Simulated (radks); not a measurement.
The numbers below are computed, except where a source is named.
Question: The silver ion Ag2+, configuration [Ar] 3d10 4s2 4p5.5 4d9 5d0.5 (fractional occupations, a model configuration). Level of theory: Dirac Kohn-Sham, RPBE, spin-unpolarised, spherical densities, finite nucleus; open shells fill j = l - 1/2 first; Fermi nuclear charge, rms radius 4.5454 fm (a radial shooting solver on a logarithmic mesh with Libxc functionals). Some entries of the table are withheld. Estimate them.

orbital  occ.  eigenvalue (hartree)  <r> (bohr)
1s1/2       2             -931.4182     0.03111
2s1/2       2             -138.0044      0.1345
2p1/2       2             -128.3075         (1)
2p3/2       4             -121.8646         (2)
3s1/2       2             -26.16354      0.3681
3p1/2       2             -22.30738      0.3599
3p3/2       4             -21.16996      0.3708
3d3/2       4                   (3)      0.3436
3d5/2       6                   (4)      0.3471
4s1/2       2              -4.51014      0.9073
4p1/2       2              -3.29020      0.9697
4p3/2     3.5              -3.09996      0.9992
4d3/2       4              -1.23637       1.264
4d5/2       5              -1.21254       1.278
5d3/2     0.5              -0.31767         (5)
5d5/2       0              -0.31606         (6)

Answer: 
(1) 2p1/2 <r> (bohr): 0.1141
(2) 2p3/2 <r> (bohr): 0.1192
(3) 3d3/2 eigenvalue (hartree): -14.35026
(4) 3d5/2 eigenvalue (hartree): -14.12119
(5) 5d3/2 <r> (bohr): 4.595
(6) 5d5/2 <r> (bohr): 4.622
